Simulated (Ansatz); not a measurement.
C2H8GeO2, SMILES `C[O][GeH2][O]C`. The species carries charge 0 and has multiplicity 1.

```tsv
atom	x (Å)	y (Å)	z (Å)
C1	-1.3569	0.9424	-1.2786
O2	-0.1678	0.2047	-1.4474
Ge3	1.1640	0.4696	-0.3079
O4	0.6504	-0.0098	1.3195
C5	0.3210	-1.3603	1.5526
H6	-1.8509	0.7132	-0.3271
H7	-1.1795	2.0251	-1.3202
H8	-2.0365	0.6781	-2.0919
H9	2.2859	-0.4443	-0.8173
H10	1.4830	1.9646	-0.1795
H11	-0.5443	-1.6803	0.9603
H12	0.0733	-1.4695	2.6109
H13	1.1584	-2.0335	1.3267
```

(1) What are the harmonic wavenumbers in cm⁻¹ at PBE0-D4/def2-TZVP (Ansatz, finite differences of forces, unscaled)? (Best estimate.)

(2) Is this a minimum?

(3) Give the ideal-gas thermochemistry at 298.15 K and 1 bar (rigid rotor, harmonic oscillator; point group C2, symmetry number 2).

(4) And at 400, 500, 600, 800 and 1000 K?

Answers

(1) Ansatz gave: 55, 89, 90, 113, 186, 229, 306, 571, 635, 659, 687, 787, 837, 1118, 1127, 1179, 1179, 1201, 1202, 1476, 1476, 1491, 1493, 1497, 1500, 2172, 2184, 3001, 3002, 3060, 3061, 3108, 3108.

(2) Yes, all 33 modes are real.

(3) Zero-point energy 262.4 kJ/mol; H(298) − E = 286.6 kJ/mol; entropy 374.5 J/(mol·K), of which translation 170.2, rotation 107.7, vibration 96.6; G(298) − E = 174.9 kJ/mol. Modes under 100 cm⁻¹ are hindered rotations or soft bends, so the harmonic entropy is rough.

(4) 
```tsv
T (K)	H − E (kJ/mol)	S (J/mol/K)	G − E (kJ/mol)
400	299.8	412.3	134.8
500	314.9	446.0	91.9
600	332.1	477.3	45.7
800	371.2	533.4	-55.5
1000	415.4	582.6	-167.2
```
